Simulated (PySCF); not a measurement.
## Bonding in Si(vinyl)2(SiMe3)2

Si(vinyl)2(SiMe3)2, C10H24Si3.
Geometry (PBE0-D3(BJ)/def2-SVP, Å), atoms numbered from 1 in this order:
```
atom  x, y, z in Å
Si1    0.5648   -0.0289    0.3322
C2     0.7574    0.0815    2.2065
C3     1.6837    0.8117    2.8418
H4     0.0318   -0.4621    2.8276
H5     2.4404    1.3859    2.2949
H6     1.7330    0.8678    3.9355
C7     2.2418   -0.1211   -0.5225
C8     3.4097   -0.4333    0.0536
H9     2.2462    0.0668   -1.6062
H10    3.4843   -0.6386    1.1272
H11    4.3410   -0.4980   -0.5205
Si12  -0.5512    1.9136   -0.3806
C13   -1.0202    1.7808   -2.2065
C14   -2.1090    2.1516    0.6583
C15    0.6020    3.3853   -0.1215
H16   -1.4913    2.7147   -2.5549
H17   -1.7366    0.9605   -2.3714
H18   -0.1375    1.5915   -2.8373
H19   -2.8109    1.3126    0.5340
H20   -1.8498    2.2201    1.7266
H21   -2.6324    3.0792    0.3745
H22    0.8806    3.4729    0.9405
H23    1.5288    3.2683   -0.7047
H24    0.1201    4.3284   -0.4277
Si25  -0.5995   -1.9841   -0.2529
C26   -2.4223   -1.8600    0.2290
C27   -0.4568   -2.2330   -2.1196
C28    0.1990   -3.4454    0.6355
H29   -2.9515   -2.7997    0.0010
H30   -2.9220   -1.0485   -0.3232
H31   -2.5411   -1.6574    1.3051
H32   -0.8908   -1.3873   -2.6751
H33    0.5990   -2.3272   -2.4187
H34   -0.9816   -3.1504   -2.4334
H35    1.2700   -3.5070    0.3866
H36    0.1139   -3.3377    1.7284
H37   -0.2775   -4.3972    0.3485
```

Bond orders from the PBE0/pcSseg-1 density (PySCF). Isolated species at its PBE0-D3(BJ)/def2-SVP geometry (one conformer only).

Task: Give the Mayer order of every bond between heavy atoms, beside its length.

Result: 
| bond | length (Å) | Mayer order |
| --- | --- | --- |
| Si1–C2 | 1.887 | 0.847 |
| Si1–C7 | 1.884 | 0.844 |
| Si1–Si12 | 2.351 | 0.886 |
| Si1–Si25 | 2.350 | 0.892 |
| C2–C3 | 1.340 | 1.978 |
| C7–C8 | 1.339 | 1.985 |
| Si12–C13 | 1.890 | 0.952 |
| Si12–C14 | 1.888 | 0.963 |
| Si12–C15 | 1.888 | 0.972 |
| Si25–C26 | 1.890 | 0.953 |
| Si25–C27 | 1.889 | 0.965 |
| Si25–C28 | 1.887 | 0.971 |

By pair of heavy elements: C–Si: lowest Si1–C7 and Si1–C2 (0.844, 1.884 Å), highest Si12–C15 and Si25–C28 (0.972, 1.888 Å); in 5 of the 28 pairs the longer bond (by over 0.003 Å) has the higher order (by 0.02 or more). Si–Si: all 2 within 0.02 of one another (0.886 to 0.892). C–C: all 2 within 0.02 of one another (1.978 to 1.985). Bonds named together lie within 0.004.

Task: And the bonds to hydrogen?

Result: C–H: 0.94 to 0.95 (24 bonds).

Task: Sum the orders of all bonds at each heavy atom with more than one neighbour.

Result: Si1 3.469, C2 3.767, C3 3.875, C7 3.765, C8 3.883, Si12 3.773, C13 3.802, C14 3.817, C15 3.824, Si25 3.781, C26 3.802, C27 3.816, C28 3.826. Orders between atoms that aren't bonded are not in these sums.

For a closed shell the Mayer order of atoms A and B is Σ (PS)μν (PS)νμ over the basis functions μ on A and ν on B, with P the density and S the overlap matrix.

The run behind these numbers computed NMR shieldings as well. Time: 73 s wall, 2.9 min CPU (grids of density and orbitals included); peak memory 2.9 GiB. Hardware: AMD EPYC 9R45, 2 threads, shared host.
